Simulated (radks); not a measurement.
Trend from Sc4+ to Zn4+: ionisation energy by Delta-SCF between NIST ground configurations, and size. Method: scalar-relativistic Kohn-Sham, PBE, spin-polarised, spherical densities, finite nucleus; open shells are filled with parallel spins first; Fermi nuclear charge, rms radius of each element as measured or else 0.836 A^(1/3) + 0.57 fm; computed with a radial shooting solver on a logarithmic mesh with Libxc functionals.

species	configuration	configuration of the ion	IE (eV)	NIST (eV)	kind	-e(HOMO) (eV)	r at 0.001 e/bohr^3 (bohr)
Sc4+	[Ne] 3s2 3p5	[Ne] 3s2 3p4	91.835	91.95	semi-emp.	82.569 (3p)	2.59
Ti4+	[Ar]	[Ne] 3s2 3p5	99.339	99.30	exp.	89.413 (3p)	2.52
V4+	[Ar] 3d1	[Ar]	65.531	65.282	exp.	55.755 (3d)	2.54
Cr4+	[Ar] 3d2	[Ar] 3d1	69.261	69.46	semi-emp.	59.074 (3d)	2.53
Mn4+	[Ar] 3d3	[Ar] 3d2	72.837	72.4	semi-emp.	62.255 (3d)	2.52
Fe4+	[Ar] 3d4	[Ar] 3d3	76.284	75.0	semi-emp.	65.321 (3d)	2.49
Co4+	[Ar] 3d5	[Ar] 3d4	79.621	79.5	semi-emp.	68.286 (3d)	2.47
Ni4+	[Ar] 3d6	[Ar] 3d5	76.482	76.1	semi-emp.	65.431 (3d)	2.45
Cu4+	[Ar] 3d7	[Ar] 3d6	80.220	80	semi-emp.	68.757 (3d)	2.43
Zn4+	[Ar] 3d8	[Ar] 3d7	83.807	83	semi-emp.	71.954 (3d)	2.41

Reference values: NIST Atomic Spectra Database (exp. = measured, semi-emp. = semi-empirical, theory = theoretical value adopted there). Open shells are spherical and high-spin; term and fine-structure splittings are not resolved.
